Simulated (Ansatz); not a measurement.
A CCSD(T) single point on CHAlSSe, SMILES `[Se]=[C]1[AlH][S]1`.

```yaml
crystal:
  periodic: [false, false, false]
  atoms:
    - {symbol: Se, position_ang: [-2.569258, -0.216472, -0.093859]}
    - {symbol: C, position_ang: [-0.819867, -0.206197, -0.017773]}
    - {symbol: Al, position_ang: [0.951593, 0.468573, -0.035132]}
    - {symbol: S, position_ang: [0.320375, -1.574844, 0.226929]}
    - {symbol: H, position_ang: [2.167057, 1.455341, -0.121565]}
basis:
  gaussian: {orbitals: def2-SVP}
correlation: {method: ccsd_t}
```

```sh
$ ansatz run in.yaml --threads 2 --pin off --events-out ev --progress --plain --max-ram 4352MiB
```

The program prints (abridged):

```
Functional definition: HF
819 factors; integrals over basis functions are off by at most 1.2e-3 eV
mean field evaluation 1: about -83732.5170 eV, gradient 1.7e1 eV
mean field evaluation 2: about -83732.5546 eV, gradient 1.7e1 eV
mean field evaluation 4: about -83733.9800 eV, gradient 3.6e0 eV
mean field evaluation 8: about -83734.0409 eV, gradient 2.0e-1 eV
mean field evaluation 16: about -83733.9872 eV, gradient 1.2e0 eV
mean field -83734.04155010 eV, -3077.1692699942 hartree, gradient 6.4e-6 eV, S^2 0.000000; 2 other end points of the search recorded, 0 dependent functions left out; unrestricted orbitals would lower it
20 core orbitals not correlated: weight in the atoms' cores, before any rotation towards them, 1.000 or more for the frozen orbitals, at most 0.000 for the correlated occupied ones
reference -83734.04155010 eV, -3077.1692699942 hartree; 15, 15 occupied and 52, 52 virtual orbitals, 819 factors
second order -14.92755322 eV of doubles, -0.00000000 eV of singles
cycle   1  -14.77973456 eV  change    1.5e-1 eV  update   1.3e-1
cycle   2  -15.30620826 eV  change   -5.3e-1 eV  update   4.2e-2
cycle   3  -15.43712392 eV  change   -1.3e-1 eV  update   2.5e-2
cycle   4  -15.42206697 eV  change    1.5e-2 eV  update   7.9e-3
cycle   5  -15.42141161 eV  change    6.6e-4 eV  update   3.6e-3
cycle   6  -15.42199943 eV  change   -5.9e-4 eV  update   1.0e-3
cycle   7  -15.42148150 eV  change    5.2e-4 eV  update   5.0e-4
cycle   8  -15.42148493 eV  change   -3.4e-6 eV  update   1.7e-4
cycle   9  -15.42158199 eV  change   -9.7e-5 eV  update   8.1e-5
cycle  10  -15.42157002 eV  change    1.2e-5 eV  update   3.5e-5
perturbative correction -0.68787871 eV, -0.0252790765 hartree
Total energy: -83750.15099883 eV, -3077.7612813159 hartree
```

Run time 8 s (2 threads of an Intel Xeon Platinum 8259CL on a shared host); peak host memory 0.36 GiB.

Correlation energy per correlated electron: -0.537 eV. T1 diagnostic: 0.0183.
